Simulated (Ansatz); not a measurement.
`[SiH3]P[SiH3]` + `[SH][GeH3]` → `[SiH3][S][GeH3]` + `[SiH3]P` at 500 K and 1 bar (cleavage of the Si–P bond).

Computed with Ansatz on PBE0-D4/def2-TZVP structures; ΔE is electronic, products minus reactants. CBS: MP2 limit from def2 TZ/QZ plus the TZ coupled-cluster correction, frozen cores. This one scheme is used for every species. For Ge outer-core shells are correlated without core-valence functions, which leaves a few kJ/mol of doubt a bond. Scalar relativity is left out up to krypton.

```json
{"species": "`[SiH3]P[SiH3]`", "CCSD(T)/CBS energy (Eh)": "-923.30091", "H − E (kJ/mol)": "202.5", "S (J/(mol·K))": "406.7"}
{"species": "`[SH][GeH3]`", "CCSD(T)/CBS energy (Eh)": "-2476.30083", "H − E (kJ/mol)": "114.8", "S (J/(mol·K))": "326.3"}
{"species": "`[SiH3][S][GeH3]`", "CCSD(T)/CBS energy (Eh)": "-2766.60510", "H − E (kJ/mol)": "175.9", "S (J/(mol·K))": "412.2"}
{"species": "`[SiH3]P`", "CCSD(T)/CBS energy (Eh)": "-633.00997", "H − E (kJ/mol)": "141.7", "S (J/(mol·K))": "322.6"}
```

H − E and S are ideal-gas, rigid-rotor, harmonic terms from PBE0-D4/def2-TZVP. 1 Eh = 2625.50 kJ/mol, R = 8.31446 J/(mol·K).

Task: By hand: ΔE, ΔH, ΔS and ΔG.

Result: ΔE = (-2766.60510) + (-633.00997) − (-923.30091) − (-2476.30083) = -0.01333 Eh = -35.0 kJ/mol. Δ(H − E) = 175.9 + 141.7 − 202.5 − 114.8 = 0.3, so ΔH = -34.7 kJ/mol. ΔS = 412.2 + 322.6 − 406.7 − 326.3 = 1.8 J/(mol·K). ΔG = -34.7 − 500 × (1.8)/1000 = -35.6 kJ/mol.

Task: By hand: the equilibrium constant, and the temperature at which ΔG would vanish if ΔH and ΔS stayed fixed.

Result: log₁₀ K = −ΔG/(RT ln 10) = 3.7. ΔH and −TΔS have one sign here, so there is no such temperature.

The number of gas molecules stays the same, so ΔS is small and ΔH decides. A doubt of 5 kJ/mol in ΔE shifts log₁₀ K by 0.5 here. Modes under 60 cm⁻¹, often nearly free rotors, make the harmonic entropy too high. These are equilibria of isolated gas molecules and say nothing of rates. Largest T1 diagnostic: 0.013 (customary marks: 0.02 for closed shells, 0.045 for open ones).

ΔS is within the doubt of such terms, so its sign, and with it that verdict, could turn.
